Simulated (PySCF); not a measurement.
Ga(Me)3(HOMe), C₄H₁₃GaO, singlet, GFN2-xTB optimised geometry.

```
19

Ga    -1.42    -0.26     0.00
C     -1.45     1.78     0.00
H     -0.99     2.21     0.90
H     -2.48     2.16    -0.03
H     -0.95     2.21    -0.87
C     -1.72    -1.26     1.76
H     -2.79    -1.39     1.97
H     -1.29    -0.73     2.61
H     -1.28    -2.26     1.74
C     -1.72    -1.27    -1.75
H     -1.24    -0.76    -2.60
H     -2.78    -1.35    -1.99
H     -1.33    -2.29    -1.71
C      1.80    -1.26    -0.01
O      0.79    -0.26     0.00
H      2.48    -1.11    -0.85
H      1.28    -2.21    -0.13
H      2.36    -1.27     0.93
H      1.18     0.61     0.11
```

Density from PBE0/def2-SVP (PySCF 2.14.0) at that geometry.

Minimum of the electron density along straight lines between bonded atoms, close to the bond critical point (lines longer than 1.1 times the sum of covalent radii, or with two minima, are not listed):

```tsv
bond	length / Å	ρ at the minimum / e bohr⁻³	∇²ρ there / e bohr⁻⁵	position (fraction from the first atom)
Ga1–C2	2.049	0.100	0.14	0.46
C2–H3	1.095	0.265	-0.90	0.62
C2–H4	1.093	0.266	-0.92	0.62
C2–H5	1.095	0.265	-0.91	0.62
Ga1–C6	2.043	0.101	0.14	0.46
C6–H7	1.093	0.266	-0.92	0.62
C6–H8	1.094	0.266	-0.92	0.62
C6–H9	1.094	0.266	-0.91	0.62
Ga1–C10	2.042	0.101	0.14	0.47
C10–H11	1.094	0.266	-0.92	0.62
C10–H12	1.093	0.266	-0.92	0.62
C10–H13	1.094	0.266	-0.91	0.62
C14–O15	1.417	[?]	-0.30	0.34
C14–H16	1.093	0.282	-1.07	0.64
C14–H17	1.088	0.285	-1.12	0.64
C14–H18	1.093	0.282	-1.07	0.64
O15–H19	0.964	[?]	[?]	0.82
```

Task: Fill in the missing entries.

Result: 
- C14–O15, ρ at the minimum / e bohr⁻³: 0.247
- O15–H19, ρ at the minimum / e bohr⁻³: 0.353
- O15–H19, ∇²ρ there / e bohr⁻⁵: -2.42
